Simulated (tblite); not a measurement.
Species: C5H6BrCl3O.
Numbering: `[CH3:1][C@@H:2]([Br:3])[C@@H:4]([CH:5]=[O:6])[C:7]([Cl:8])([Cl:9])[Cl:10]` (hydrogens: H11, H12, H13 on C1; H14 on C2; H15 on C4; H16 on C5)

Computed with GFN2-xTB (tblite), gas phase: L-BFGS steps from a force-field or distance-geometry start until the largest atomic force falls under 0.01 eV/Å.

At the end of the run (lengths in Å): C5=O6 1.191, C7–Cl9 1.786, C2–Br3 1.974, C1–H12 1.088, C2–C4 1.538, C4–C5 1.525, C7–Cl10 1.786, C1–C2–C4 115.3°, C4–C5–O6 126.2°, C1–C2–Br3 109.0°, C4–C7–Cl8 113.4°, C1–C2–C4–C5 -51°, C2–C4–C5–O6 130°, C2–C4–C7–Cl8 -71°, H15–C4–C5–O6 -114°, H16–C5–C4–C2 -51°.

**Question.** These geometries were met on the way; a selection of coordinates is given. Order them by energy above the end point, lowest first.
A. C5=O6 1.191, C7–Cl9 1.779, C2–Br3 1.967, C1–H12 1.091, C2–C4 1.548, C4–C5 1.528, C7–Cl10 1.792, C1–C2–C4 117.4°, C4–C5–O6 126.7°, C1–C2–Br3 107.5°, C4–C7–Cl8 114.5°, C1–C2–C4–C5 -38°, C2–C4–C5–O6 100°, C2–C4–C7–Cl8 -60°, H15–C4–C5–O6 -143°, H16–C5–C4–C2 -80°
B. C5=O6 1.235, C7–Cl9 1.817, C2–Br3 2.000, C1–H12 1.108, C2–C4 1.545, C4–C5 1.510, C7–Cl10 1.799, C1–C2–C4 117.8°, C4–C5–O6 123.8°, C1–C2–Br3 106.6°, C4–C7–Cl8 115.3°, C1–C2–C4–C5 -40°, C2–C4–C5–O6 98°, C2–C4–C7–Cl8 -57°, H15–C4–C5–O6 -146°, H16–C5–C4–C2 -78°
C. C5=O6 1.196, C7–Cl9 1.802, C2–Br3 1.990, C1–H12 1.090, C2–C4 1.555, C4–C5 1.525, C7–Cl10 1.796, C1–C2–C4 117.9°, C4–C5–O6 124.7°, C1–C2–Br3 106.9°, C4–C7–Cl8 115.3°, C1–C2–C4–C5 -39°, C2–C4–C5–O6 99°, C2–C4–C7–Cl8 -57°, H15–C4–C5–O6 -145°, H16–C5–C4–C2 -80°
D. C5=O6 1.192, C7–Cl9 1.786, C2–Br3 1.973, C1–H12 1.089, C2–C4 1.542, C4–C5 1.523, C7–Cl10 1.782, C1–C2–C4 114.8°, C4–C5–O6 126.1°, C1–C2–Br3 108.1°, C4–C7–Cl8 114.2°, C1–C2–C4–C5 -39°, C2–C4–C5–O6 113°, C2–C4–C7–Cl8 -61°, H15–C4–C5–O6 -130°, H16–C5–C4–C2 -65°
E. C5=O6 1.192, C7–Cl9 1.791, C2–Br3 1.969, C1–H12 1.088, C2–C4 1.541, C4–C5 1.524, C7–Cl10 1.788, C1–C2–C4 115.5°, C4–C5–O6 125.7°, C1–C2–Br3 108.7°, C4–C7–Cl8 114.7°, C1–C2–C4–C5 -38°, C2–C4–C5–O6 103°, C2–C4–C7–Cl8 -59°, H15–C4–C5–O6 -139°, H16–C5–C4–C2 -77°

**Answer.** D (0.019 eV), E (0.033 eV), A (0.057 eV), C (0.102 eV), B (0.210 eV).

```tsv
step	E above end (eV)	rms distance from the end, all atoms (Å)	largest force (eV/Å)	rms shift of all bonds from the end (Å)
31	0.019	0.228	0.109	0.003
17	0.033	0.269	0.146	0.003
6	0.057	0.292	0.176	0.005
2	0.102	0.299	0.567	0.009
0	0.210	0.300	3.448	0.018
```

Rows stand in the order of the answer.
